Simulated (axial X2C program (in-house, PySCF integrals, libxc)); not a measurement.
## Worked dissociation energy of HfCl⁺: MP2, spin-free

Calculated with an in-house all-electron X2C program for linear molecules (integrals from PySCF). Spin-free means the one-electron spin-free X2C Hamiltonian. Basis: Hf dyall-cv3z [13s14p9d7f4g], Cl dyall-av3z [9s8p3d2f] (cores contracted in-house); Gaussian nuclei, density fitting, unrestricted open shells. Masses: Hf 179.947 u, Cl 34.969 u.

Molecular state: M_S = 1, Λ = 2 (beyond evenly filled blocks: σα, δ+α).

Correlated methods: 10 electrons correlated (number of frozen shells: Hf 5 s, 4 p, 2 d, 1 f; Cl 2 s, 1 p), 316 virtual spin orbitals or spinors in MP2.

* E(Hf+) (2M_S = 1, M_L = 0): -15073.404092 hartree
* E(Cl) (2M_S = 1, M_L = 1): -461.066971 hartree
* E(HfCl⁺) at Re: -15534.648253 hartree
* ωe: 441.6 cm⁻¹
* ωexe: 0.982 cm⁻¹

Work out De and D0.

De = -15073.404092 + (-461.066971) − (-15534.648253) = 0.17719 hartree = 4.822 eV. The zero-point energy is ωe/2 − ωexe/4 = 221 cm⁻¹ = 0.027 eV, so D0 = 4.794 eV.

Occupations by symmetry block were frozen at the best pattern of an incomplete PBE0 search. Dissociation energies refer to the lowest single-determinant-based atoms at the same level and basis. Other states lie close and PBE0, whose exact exchange favours high spin, may order them wrongly; the determinant shown need not be the ground state. The nearest other spin-free determinant of the search, M_S = 0, Λ = 0, lies 0.017 eV up at the distance of the search. The outer-core s and p shells of the metal are frozen in the correlated rows, which leaves out core–valence correlation; for alkali and alkaline-earth bonds that tends to lengthen them. With the outer-core shells frozen, correlated bond lengths of heavy atoms tend to come out a few hundredths of an ångström too long.

Each atomic determinant is the lowest at this level and need not be a pure term. Totals compare only within one Hamiltonian and basis.
